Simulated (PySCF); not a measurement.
# The second ionisation energy along the second row

All values are computed (PySCF 2.14, energy differences of UHF-based or UKS calculations, no spin-orbit coupling). Values in eV. The last column holds reference values (NIST; (s) semi-empirical, (t) theoretical, else measured). Unmarked ones compare directly (S terms, centres of terms, or small fine structure); those marked * lie between the lowest fine-structure levels and include a spin-orbit shift.

```tsv
element	configurations	MP2 (valence and next inner shell)	SCS-MP2 (valence and next inner shell)	MP2 (valence)	SCS-MP2 (valence)	LDA	r2SCAN	reference
Be (aug-cc-pCVTZ, non-relativistic)	[He] 2s1 → 1s2	18.184	18.178	n/a	n/a	18.251	18.185	18.211
B (aug-cc-pwCVTZ, non-relativistic)	[He] 2s2 → [He] 2s1	24.508	24.703	24.455	24.658	24.554	24.260	25.155
C (aug-cc-pwCVTZ, non-relativistic)	[He] 2s2 2p1 → [He] 2s2	24.423	24.367	24.377	24.334	24.758	24.990	24.378
N (aug-cc-pwCVTZ, non-relativistic)	[He] 2s2 2p2 → [He] 2s2 2p1	29.661	29.506	29.618	29.476	30.044	30.124	29.601 (s) *
O (aug-cc-pwCVTZ, non-relativistic)	[He] 2s2 2p3 → [He] 2s2 2p2	35.235	34.960	35.196	34.933	35.570	35.464	35.121 *
F (aug-cc-pwCVTZ, non-relativistic)	[He] 2s2 2p4 → [He] 2s2 2p3	34.660	34.760	34.633	34.747	35.263	35.107	34.950
Ne (aug-cc-pwCVTZ, non-relativistic)	[He] 2s2 2p5 → [He] 2s2 2p4	40.801	40.786	40.775	40.772	41.434	41.132	40.963 *
```

Question: Which of these methods has the smallest mean absolute error against the measured values here?

Answer: SCS-MP2 (valence and next inner shell), with 0.172 eV.

| method | elements | mean error (eV) | mean absolute error (eV) | largest error (eV) |
| --- | --- | --- | --- | --- |
| MP2 (valence and next inner shell) | 4 | -0.229 | 0.252 | -0.647 |
| SCS-MP2 (valence and next inner shell) | 4 | -0.172 | 0.172 | -0.452 |
| MP2 (valence) | 3 | -0.339 | 0.339 | -0.700 |
| SCS-MP2 (valence) | 3 | -0.248 | 0.248 | -0.497 |
| LDA | 4 | 0.033 | 0.334 | -0.601 |
| r2SCAN | 4 | -0.038 | 0.423 | -0.895 |

Errors include the incompleteness of the basis and the frozen core.

"Valence" correlates the outer s and p shells and, in groups 3 to 12 and the f block, the outer d or f shell, open or full, or the next shell where the ion has no valence electron left; the wider scheme adds the next inner shell.
